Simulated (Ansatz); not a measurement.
F6Mo, SMILES [F][Mo-]([F])([F])([F])([F])[F] (connectivity only; charge and spin as stated), charge -1, multiplicity 2. Atoms are numbered in the order given.

```xyz
7

Mo     0.0000     0.0000     0.0000
F      0.0405     0.0000     1.8754
F     -0.0405     0.0000    -1.8754
F      1.8754     0.0000     0.0404
F     -1.8754     0.0000    -0.0404
F      0.0000     1.9001     0.0000
F      0.0000    -1.9001     0.0000
```
Charge -1, spin multiplicity 2.

Geometry optimised at PBE0-D3(BJ)/def2-SVPD. The multiplicity is an assumed one; other spin states were not compared. The def2 effective core potentials stand for the cores of Mo; spin–orbit coupling is left out.

Two levels are set side by side: PBE-D3(BJ)/def2-SVPD (Ansatz, an electronic-structure program) and PBE0-D3(BJ)/def2-SVPD (Ansatz). Each level has its own optimised geometry; the coordinates shown are those of the second. Differences are taken from unrounded values.

```tsv
quantity	PBE0-D3(BJ)
mean bond length (Å)	1.884
bond Mo1–F2 (Å)	1.876
bond Mo1–F3 (Å)	1.876
bond Mo1–F4 (Å)	1.876
bond Mo1–F5 (Å)	1.876
bond Mo1–F6 (Å)	1.900
bond Mo1–F7 (Å)	1.900
```

**Question.** What does PBE-D3(BJ) give, and how far is it from PBE0-D3(BJ)? (The exact figures need the calculation; the answer reports its results.)

**Answer.** 
```csv
quantity,PBE-D3(BJ),PBE-D3(BJ) minus PBE0-D3(BJ)
mean bond length (Å),1.909,0.025
bond Mo1–F2 (Å),1.900,0.024
bond Mo1–F3 (Å),1.900,0.024
bond Mo1–F4 (Å),1.900,0.024
bond Mo1–F5 (Å),1.900,0.024
bond Mo1–F6 (Å),1.926,0.026
bond Mo1–F7 (Å),1.926,0.026
```

GGA bonds tend to be longer and softer than those of functionals with exact exchange. Differences between two approximate levels are no errors against the true value.
